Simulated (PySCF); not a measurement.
## TPSSh on Tl⁺ (thallium, charge +1)

Configuration: [Xe] 4f14 5d10 6s1 6d1, high-spin 3D determinant (an excited configuration). Calculation: PySCF 2.14, in aug-cc-pwCVTZ-DK3; the spin-free X2C one-electron Hamiltonian (Gaussian nucleus).

```json
{
  "Total energy": "-20246.30 hartree",
  "One-electron energy": "-27681.55 hartree",
  "Hartree (Coulomb) energy": "7821.29 hartree",
  "Exchange-correlation energy": "-386.05 hartree",
  "⟨S²⟩": "2.0007",
  "⟨L²⟩": "6.001",
  "Sum of ⟨r⟩": "47.10 bohr",
  "Sum of ⟨r²⟩": "79.36 bohr²",
  "Traceless quadrupole moment −½Σ⟨3z² − r²⟩ along its main axis": "10.00 e·bohr²",
  "Langevin diamagnetic susceptibility": "-62.9 ×10⁻⁶ cm³/mol",
  "Time after the integrals": "of the order of 24 core-seconds"
}
```

```
shell  electrons  mean orbital energy (hartree)  spread (hartree)  rms radius, mean of both spins (bohr)
 1s α          1                    -3137.53554                 0                                 0.0184
 1s β          1                    -3137.53396                 0                                 0.0184
 2s α          1                     -559.57704                 0                                 0.0743
 2s β          1                     -559.57631                 0                                 0.0743
 2p α          3                     -483.79420           0.00024                                 0.0683
 2p β          3                     -483.79373           0.00039                                 0.0683
 3s α          1                     -134.31110                 0                                  0.189
 3s β          1                     -134.31021                 0                                  0.189
 3p α          3                     -112.30634           0.00071                                  0.192
 3p β          3                     -112.30573           0.00074                                  0.192
 3d α          5                      -88.37437           0.00062                                  0.176
 3d β          5                      -88.37391           0.00076                                  0.176
 4s α          1                      -30.52376                 0                                  0.416
 4s β          1                      -30.52239                 0                                  0.416
 4p α          3                      -23.24532           0.00129                                  0.444
 4p β          3                      -23.24427           0.00136                                  0.444
 4d α          5                      -14.39243           0.00126                                  0.473
 4d β          5                      -14.39121           0.00156                                  0.473
 5s α          1                       -5.34621                 0                                  0.934
 5s β          1                       -5.34267                 0                                  0.934
 4f α          7                       -4.73925           0.00136                                  0.513
 4f β          7                       -4.73776           0.00148                                  0.513
 5p α          3                       -3.34743           0.00177                                   1.07
 5p β          3                       -3.34371           0.00271                                   1.07
 5d α          5                       -1.05454           0.00301                                   1.47
 5d β          5                       -1.04009           0.00465                                   1.47
 6s α          1                       -0.75935                 0                                   2.45
 6d α          1                       -0.17850                 0                                   5.92
```

Spin-orbit coupling, absent here, splits the open shell strongly. The outer electron is Rydberg-like, and this basis confines it to a smaller radius and binds it less than a complete one would.

Densities and radii are taken from the X2C orbitals without a picture-change correction, which distorts them close to the nucleus.
